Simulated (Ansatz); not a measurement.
Molecule: C6H11N2, charge 0, multiplicity 2. It need not be the lowest isomer of its formula. SMILES: [CH]1CN2CCN1CC2
Coordinates optimised at B3LYP-D3(BJ)/def2-TZVP (Ansatz, a quantum-chemistry and plane-wave program):
```xyz
19

C      0.3265     0.2880     1.4998
C      0.0766     1.4800     0.6066
N     -0.0286     0.9856    -0.7853
C     -1.2707     0.2161    -0.8959
C     -1.2934    -0.8777     0.2160
N      0.0202    -0.9465     0.8728
C      1.0492    -1.1824    -0.1643
C      1.0985     0.0871    -1.0786
H      1.2066     0.2625     2.1353
H     -0.8447     2.0285     0.8298
H      0.9000     2.1968     0.6799
H     -2.1191     0.8959    -0.7978
H     -1.3116    -0.2261    -1.8930
H     -2.0357    -0.6528     0.9810
H     -1.5242    -1.8620    -0.1954
H      2.0099    -1.3583     0.3217
H      0.7820    -2.0837    -0.7215
H      1.0515    -0.1852    -2.1345
H      2.0236     0.6440    -0.9198
```
Charge 0, spin multiplicity 2.

Computed values are from Ansatz. Cores are frozen in the correlated levels unless marked. UHF or UKS for open shells. No spin-orbit coupling. No relativistic terms. Basis-set limits of correlation are two-point, X^-3; Hartree-Fock from the larger set. The bracket is a focal-point correction in the basis named.

The atomisation energy De comes out as 7677.2 kJ/mol at RI-MP2/CBS(cc-pVTZ,cc-pVQZ)+[CCSD(T)-MP2]/cc-pVTZ, the total energy is -344.2346 Eh at RI-MP2/CBS(cc-pVTZ,cc-pVQZ)+[CCSD(T)-MP2]/cc-pVTZ and the dipole moment is 0.88 D at CCSD(T)/aug-cc-pVDZ. The T1 diagnostic is 0.015 at CCSD/cc-pVTZ.
